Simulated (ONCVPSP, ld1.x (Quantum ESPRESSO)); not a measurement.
# Hardness and transferability of assorted potentials

Generated with ld1.x 7.5 (TM, RRKJ, ultrasoft, PAW), atompaw 4.2 or ONCVPSP 4.0.1. The cutoff is in Ry: for ld1.x and atompaw files where the sum of valence levels is converged to 10 mRy in a Bessel basis, for ONCV files where the hardest occupied wave has 1 mHa per electron of residual kinetic energy. The error is the largest all-electron minus pseudo excitation energy over each file’s own four to seven test configurations (ionisations up to +4, promotions, holes and added fractions of an electron), all of which were solved. The labels leave out finer settings (local radius, basis sizes, second energies), which also bear on the numbers. Spin-polarised tests are not counted. The rows are a selection from randomly drawn settings: files with unsolved tests, undetermined cutoffs or missed reference levels are left out.

A true bound ghost makes a file unfit for plane-wave use even where its test errors are small: the radial tests pick states by their node count and pass the ghost by.

| element | potential | cutoff (Ry) | largest error (meV) | bound ghosts |
| --- | --- | --- | --- | --- |
| He | RRKJ, PBEsol, scalar-relativistic, rc 0.70/0.75 (sp), local s, core correction no, reference 1s2 | 110 | +9.6 | none |
| Li | ONCV, BLYP, scalar-relativistic, rc 1.30/1.15/1.05 (spd), local smoothed, core correction no, reference 1s2 2s1, qcut 7.3/8/8.8, projectors 2/1/3 | 52 | +1706 | none |
| Ar | ONCV, PBE, non-relativistic, rc 0.80/0.75/0.75 (spd), local smoothed, core correction yes, reference 2s2 2p6 3s2 3p6, qcut 14/19.8/11.6, projectors 2/2/1 | 303 | +29 | none |
| Rh | ONCV, PBE, scalar-relativistic, rc 2.80/2.40/1.75 (spd), local smoothed, core correction yes, reference 4d7 5s2, qcut 1.9/4/7.1, projectors 2/2/2 | 43 | -52 | s |
| Pd | ONCV, LDA (Perdew-Zunger), scalar-relativistic, rc 2.25/2.20/2.10 (spd), local smoothed, core correction no, reference 4d9, qcut 2.6/3.9/8.8, projectors 2/2/2 | 47 | -119 | none |
| Ta | ONCV, PBE, scalar-relativistic, rc 1.50/2.15/3.10 (spd), local smoothed, core correction yes, reference 5s2 5p6 5d4 6s1, qcut 7.8/6.2/4.3, projectors 2/2/2 | 48 | +175 | none |

**Question.** Fill in the row for Ga: ONCV, PBEsol, scalar-relativistic, rc 1.65/2.10 (sp), local smoothed, core correction yes, reference 4s2 4p1, qcut 4.6/4.3, projectors 2/2.

**Answer.** cutoff 16 Ry, largest error -91 meV, bound ghosts: none.
